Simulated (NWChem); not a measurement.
# SiH4SO2; SMILES O[SiH](O)S

```xyz
8

Si     0.0463    -0.4824    -0.3256
O      1.2796    -1.3954     0.2734
O     -1.3782    -1.1078     0.2384
S      0.0692     1.5665     0.3256
H      0.2098    -0.5486    -1.7974
H      1.3357    -1.4710     1.2314
H     -2.1707    -0.5741     0.1293
H      1.0662     1.9241    -0.5130
```
Atoms are numbered in this order, from 1.

Level: PBE0/def2-SVP (NWChem), optimised geometry, unscaled harmonic frequencies. 

List the harmonic frequencies with IR intensities, and the thermochemistry.


| frequency (cm⁻¹) | IR intensity (km/mol) |
|---|---|
| 140 | 7.3 |
| 199 | 22.4 |
| 221 | 62.2 |
| 258 | 70.3 |
| 316 | 73.1 |
| 356 | 81.9 |
| 508 | 64.9 |
| 701 | 21.7 |
| 776 | 155.2 |
| 798 | 134.6 |
| 823 | 45.7 |
| 871 | 328.4 |
| 911 | 78.8 |
| 983 | 175.7 |
| 2289 | 125.0 |
| 2718 | 0.2 |
| 3923 | 115.0 |
| 3936 | 107.3 |

| Property | Result |
|---|---|
| zero-point energy | 29.6 kcal/mol |
| thermal correction to the enthalpy at 298.15 K (with zero-point energy) | 34.3 kcal/mol |
| heat capacity Cv | 21.9 cal/(mol K) |
| entropy at 298.15 K and 1 atm (symmetry number 1) | 78.8 cal/(mol K) |
| dipole moment | 0.80 D |

Rigid rotor and harmonic oscillator.
